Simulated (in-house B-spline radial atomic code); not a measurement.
Configurations of Ne+, with energies counted from [He] 2s2 2p5. Computed with a radial B-spline atomic code at the basis-set limit: Dirac-Hartree-Fock, average of configuration, Fermi nucleus of rms radius 3.0055 fm. Energies include first-order Breit, QED and recoil terms.

Occupations are held fixed; configurations that lie above the ionisation limit could autoionise.

| configuration | E - E(ref) (eV) | highest orbital | its <r> (bohr) |
| --- | --- | --- | --- |
| [He] 2s2 2p4 3s1 | 27.753 | 3s1/2 | 3.151 |
| [He] 2s2 2p4 5s1 | 37.703 | 5s1/2 | 12.32 |
| [He] 2s2 2p4 5d1 | 38.816 | 5d3/2 | 16.94 |
| [He] 2s2 2p4 6d1 | 39.494 | 6d3/2 | 25.12 |
| [He] 2s2 2p4 6f1 | 39.513 | 6f7/2 | 23.99 |
| [He] 2s2 2p4 6g1 | 39.513 | 6g9/2 | 22 |
| [He] 2s1 2p5 3d1 | 62.807 | 3d3/2 | 5.071 |
| [He] 2s1 2p5 4f1 | 65.564 | 4f7/2 | 8.996 |
| [He] 2s1 2p5 6f1 | 67.453 | 6f7/2 | 23.99 |

(1) Order these further configurations by energy, lowest first.
A. [He] 2s2 2p4 5g1
B. [He] 2s2 2p4 4f1
C. [He] 2s1 2p5 5d1
D. [He] 2s2 2p4 4d1
E. [He] 2s1 2p5 6g1

(2) How far above the reference does [He] 2s1 2p5 4d1 lie?

(3) How far above the reference does [He] 2s2 2p4 6s1 lie?

(4) How far above the reference does [He] 2s2 2p4 4s1 lie?

Answers

(1) D (37.567 eV), B (37.623 eV), A (38.848 eV), C (66.753 eV), E (67.454 eV).

(2) 65.502 eV; its least bound orbital is 4d3/2 with <r> = 10.23 bohr.

(3) 38.891 eV; its least bound orbital is 6s1/2 with <r> = 19.16 bohr.

(4) 35.143 eV; its least bound orbital is 4s1/2 with <r> = 6.992 bohr.
